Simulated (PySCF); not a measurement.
**Shifts of the heteroatoms**

Atom-mapped SMILES (the numbers label the heavy atoms): `[CH3:1][C:2]#[C:3][P:4]([CH3:5])[c:6]1[cH:7][cH:8][o:9][cH:10]1`. Hydrogens are named by the atom that carries them.

- GFN2-xTB structure
- shieldings: GIAO PBE0/pcSseg-1
- run in PySCF 2.14
- averaged over atoms made equivalent by symmetry, fast rotation or ring inversion, relativity neglected, a single conformation, isolated molecule

Q: What are the ³¹P shifts?

A: 
```tsv
atoms	environment	σ (ppm)	δ (ppm)
P4	phosphorus bonded to 3 C	409.3	-69.0
```

Shieldings were converted by a linear fit to measured shifts: ³¹P (scatter 18.1 ppm rms vs H3PO4, solution or neat liquid). A few per cent of atoms miss by over 2 rms, more outside the fitted compound classes.

On a 300 MHz spectrometer ³¹P resonates near 121.4 MHz, so 1 ppm is 121.4 Hz.

Q: Predict the ¹⁷O NMR data.

A: 
```tsv
atoms	environment	σ (ppm)	δ (ppm)
O9	aromatic ring oxygen	31.9	237.6
```

Shieldings were converted by a linear fit to measured shifts: ¹⁷O (scatter 10.7 ppm rms, 12.2 ppm with the 3 outliers that the fit left out vs liquid water, solution or neat liquid). A few per cent of atoms miss by over 2 rms, more outside the fitted compound classes.

On a 400 MHz spectrometer ¹⁷O resonates near 54.2 MHz, so 1 ppm is 54.2 Hz.
